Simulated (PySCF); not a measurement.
Gas-phase reaction: SiSe + 2 HF → H2Se + SiF2

Method: PySCF energies plus ideal-gas RRHO corrections (1 bar). † marks an energy on the PBE0/def2-TZVP geometry and frequencies; other levels use their own. MP2 freezes the core. 6-31G* has spherical d functions here. All species are closed-shell singlets. Se: all electrons, no relativistic terms. MP2 isn't extrapolated to the basis-set limit; its ΔH°(298 K) is -188.0 kJ in def2-SVP and -201.9 kJ in def2-TZVPP. The harmonic model lacks anharmonicity and excited electronic states, which grow with temperature; levels with a mode under 35 cm⁻¹ are left out.

```json
[
 {"level": "BLYP/def2-TZVP†", "ΔE electronic, kJ": "-217", "ΔH°(298 K), kJ": "-228", "ΔS°(298 K), J/K": "-107", "ΔG°(1000 K), kJ": "-118"},
 {"level": "HF/6-31G*", "ΔE electronic, kJ": "-266", "ΔH°(298 K), kJ": "-275", "ΔS°(298 K), J/K": "-108", "ΔG°(1000 K), kJ": "-163"},
 {"level": "MP2/def2-TZVPP†", "ΔE electronic, kJ": "-192", "ΔH°(298 K), kJ": "-202", "ΔS°(298 K), J/K": "-107", "ΔG°(1000 K), kJ": "-92"},
 {"level": "PBE0/def2-QZVP†", "ΔE electronic, kJ": "-205", "ΔH°(298 K), kJ": "-215", "ΔS°(298 K), J/K": "-107", "ΔG°(1000 K), kJ": "-105"},
 {"level": "LDA/def2-TZVP†", "ΔE electronic, kJ": "-239", "ΔH°(298 K), kJ": "-249", "ΔS°(298 K), J/K": "-107", "ΔG°(1000 K), kJ": "-139"},
 {"level": "ωB97X-V/def2-TZVP†", "ΔE electronic, kJ": "-244", "ΔH°(298 K), kJ": "-255", "ΔS°(298 K), J/K": "-107", "ΔG°(1000 K), kJ": "-145"}
]
```
ΔH° is lowest at HF/6-31G* and highest at MP2/def2-TZVPP†. No reference value is set beside these.
